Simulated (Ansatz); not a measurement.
Task: Name a neutral molecule of C, Ge, O, Si and H with HOMO energy (B3LYP/def2-TZVPP) between -7.90 and -7.60 eV and HOMO–LUMO gap (PBE/def2-TZVPP) between 4.75 and 5.05 eV (Ansatz, PBE0-D4/def2-TZVP geometry).

Result: `O[SiH](O)/C=[CH]\[GeH3]` (-7.73 eV, 4.86 eV); `C=C[SiH](O)[GeH2][OH]` (-7.64 eV, 4.88 eV); `C[O][GeH2][C]#C[Si](C)(C)OC` (-7.64 eV, 4.75 eV). Other molecules can fit too; these were computed, each in one conformer that needn't be the lowest.

B3LYP here is the variant with VWN-RPA as its local correlation; programs differ in this.
